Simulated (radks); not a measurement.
Values are calculated unless marked as measured or tabulated.
The nuclear charge of neutral ruthenium is varied continuously with 44 electrons held in [Kr] 4d7 5s1. Level of theory: Dirac Kohn-Sham, BLYP, spin-unpolarised, spherical densities, finite nucleus; open shells fill j = l - 1/2 first; Fermi nuclear charge, rms radius 4.4809 fm (a radial shooting solver on a logarithmic mesh with Libxc functionals). By the Hellmann-Feynman theorem dE/dZ = E(electron-nucleus)/Z, the electronic potential at the nucleus (averaged over a nucleus of fixed radius).

| Z | E (hartree) | E(electron-nucleus)/Z (hartree) | HOMO | e(HOMO) (eV) | <r> HOMO (bohr) |
|---|---|---|---|---|---|
| 43.8 | -4482.35933 | -247.584 | 5s1/2 | -2.920 | 3.546 |
| 44 | -4532.03370 | -249.159 | 5s1/2 | -4.232 | 3.393 |
| 44.2 | -4582.02281 | -250.732 | 5s1/2 | -5.645 | 3.261 |
| 44.4 | -4632.32631 | -252.303 | 5s1/2 | -7.151 | 3.145 |
| 44.6 | -4682.94397 | -253.873 | 5s1/2 | -8.745 | 3.041 |
| 44.8 | -4733.87560 | -255.443 | 5s1/2 | -10.422 | 2.948 |
| 45 | -4785.12110 | -257.012 | 5s1/2 | -12.177 | 2.862 |

The central difference of E at Z = 44 is -249.159 hartree, to compare with the third column; the second derivative is -7.87 hartree.
